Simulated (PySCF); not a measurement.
Computed shifts of a molecule C4H6BNO, PySCF with PBE0/pcSseg-1, GIAO, gas phase, equivalent atoms averaged, in ppm (number of nuclei): ¹³C: 179.7 (2), 101.9 (2). ¹⁵N: 91.9 (1). ¹H: 5.46 (2), 4.88 (2), 4.04 (2). References: ¹³C against TMS (σ = 186.3 ppm); ¹⁷O against H2O (σ = 334.2 ppm); ¹¹B against BF3 (σ = 88.8 ppm); ¹⁵N against NH3 (σ = 267.4 ppm); ¹H against TMS (σ = 31.56 ppm), references at their B3LYP-D3(BJ)/def2-TZVP geometries, non-relativistic. Geometry: r2SCAN-D4/def2-SVP. One conformer was computed; it need not be the lowest.

Task: Which structure fits?
A) C=C1C=NB(C)O1
B) COB1C=CC=N1
C) C=C1OC(=C)B1N
D) C=CB1COC=N1

Result: C, C=C1OC(=C)B1N
